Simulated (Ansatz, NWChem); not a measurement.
## How basis sets differ on BH3O3 (boric acid)

BH3O3: 7 atoms, total charge 0, spin state singlet. SMILES: `OB(O)O`. Geometry: relaxed at PBE0-D4/def2-TZVP. This is a higher conformer, about 20 kJ/mol above the lowest found by a separate search.

| atom | x (Å) | y (Å) | z (Å) |
| --- | --- | --- | --- |
| O | -1.1097 | 0.8026 | 0.3219 |
| B | -0.0122 | -0.0068 | 0.2287 |
| O | 0.5012 | -0.4693 | 1.4001 |
| O | 0.6007 | -0.3813 | -0.9454 |
| H | -1.4574 | 1.1186 | -0.5115 |
| H | 1.2668 | -1.0282 | 1.2545 |
| H | 0.2105 | -0.0357 | -1.7483 |

Each level gives the electronic atomisation energy (eV). The values are calculated. Electronic energies at fixed atoms, without zero-point motion or spin-orbit coupling.

| level | kind | program | value (eV) | CPU time (all runs) |
| --- | --- | --- | --- | --- |
| wB97X/def2-TZVPP | range-separated hybrid | NWChem | 31.36 | 2.7 min |
| wB97X/def2-SVP | range-separated hybrid | NWChem | 31.52 | 15 s |
| wB97X/def2-SVPD | range-separated hybrid | Ansatz | 31.74 | 27 s |
| wB97X/def2-TZVP | range-separated hybrid | NWChem | 31.22 | 1.8 min |

The values span 31.22 to 31.74 eV. CPU times are rough (shared hosts, several kinds of processor): they show what a rung costs within a factor of a few.
